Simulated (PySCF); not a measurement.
# Two-component Hartree-Fock for Ge (germanium, neutral)

Start: [Ar] 3d10 4s2 4p2; 4p1/2 filled at m_j = -1/2, +1/2. Calculated with PySCF 2.14 in x2c-QZVPPall-2c (11s10p5d4f1g, 103 functions): generalised Hartree-Fock with the X2C-1e Hamiltonian and a Gaussian nucleus; one run each with spin-orbit coupling (SO) switched off, then screened by Boettger's factors.

```json
{"spinor shell": "1s1/2", "electrons": "2", "ε, spin-free (eV)": "-11179.6", "ε, screened SO (eV)": "-11179.4", "weight of nominal j (screened SO)": "1.000", "rms radius, screened SO (bohr)": "0.0542"}
{"spinor shell": "2s1/2", "electrons": "2", "ε, spin-free (eV)": "-1454.0", "ε, screened SO (eV)": "-1453.9", "weight of nominal j (screened SO)": "1.000", "rms radius, screened SO (bohr)": "0.227"}
{"spinor shell": "2p1/2", "electrons": "2", "ε, spin-free (eV)": "-1265.8", "ε, screened SO (eV)": "-1287.8", "weight of nominal j (screened SO)": "1.000", "rms radius, screened SO (bohr)": "0.201"}
{"spinor shell": "2p3/2", "electrons": "4", "ε, spin-free (eV)": "-1265.8", "ε, screened SO (eV)": "-1255.2", "weight of nominal j (screened SO)": "1.000", "rms radius, screened SO (bohr)": "0.204"}
{"spinor shell": "3s1/2", "electrons": "2", "ε, spin-free (eV)": "-201.46", "ε, screened SO (eV)": "-201.40", "weight of nominal j (screened SO)": "1.000", "rms radius, screened SO (bohr)": "0.668"}
{"spinor shell": "3p1/2", "electrons": "2", "ε, spin-free (eV)": "-141.69", "ε, screened SO (eV)": "-144.83", "weight of nominal j (screened SO)": "0.999", "rms radius, screened SO (bohr)": "0.693"}
{"spinor shell": "3p3/2", "electrons": "4", "ε, spin-free (eV)": "-141.69", "ε, screened SO (eV)": "-140.11", "weight of nominal j (screened SO)": "0.999", "rms radius, screened SO (bohr)": "0.704"}
{"spinor shell": "3d3/2", "electrons": "4", "ε, spin-free (eV)": "-43.494", "ε, screened SO (eV)": "-43.864", "weight of nominal j (screened SO)": "0.990", "rms radius, screened SO (bohr)": "0.814"}
{"spinor shell": "3d5/2", "electrons": "6", "ε, spin-free (eV)": "-43.494", "ε, screened SO (eV)": "-43.165", "weight of nominal j (screened SO)": "0.994", "rms radius, screened SO (bohr)": "0.816"}
{"spinor shell": "4s1/2", "electrons": "2", "ε, spin-free (eV)": "-15.421", "ε, screened SO (eV)": "-15.398", "weight of nominal j (screened SO)": "0.999", "rms radius, screened SO (bohr)": "2.36"}
{"spinor shell": "4p1/2", "electrons": "2", "ε, spin-free (eV)": "-7.822", "ε, screened SO (eV)": "-7.845", "weight of nominal j (screened SO)": "0.549", "rms radius, screened SO (bohr)": "3.09"}
```

| quantity | spin-free | screened SO |
| --- | --- | --- |
| E (hartree) | -2097.07115 | -2097.15445 |
| M_J | 0 | 0 |
| ⟨J²⟩ | 2.011 | 1.723 |
| ⟨L²⟩ | 2.008 | 2.013 |
| ⟨S²⟩ | 2.003 | 1.995 |

The determinant has a definite M_J but mixes levels of different J.

Each row is a mean over spinors that exchange with the open shell spreads, by up to 4.026 eV (4s1/2).

Rows whose weight is well below 1 are mixtures of j = l ± 1/2: exchange outweighs spin-orbit coupling there, and the label is only the starting occupation.

Without spin-orbit coupling the j labels of p, d and f shells carry no meaning; the spin-free column gives the mean over the occupied spinors of each nl shell.
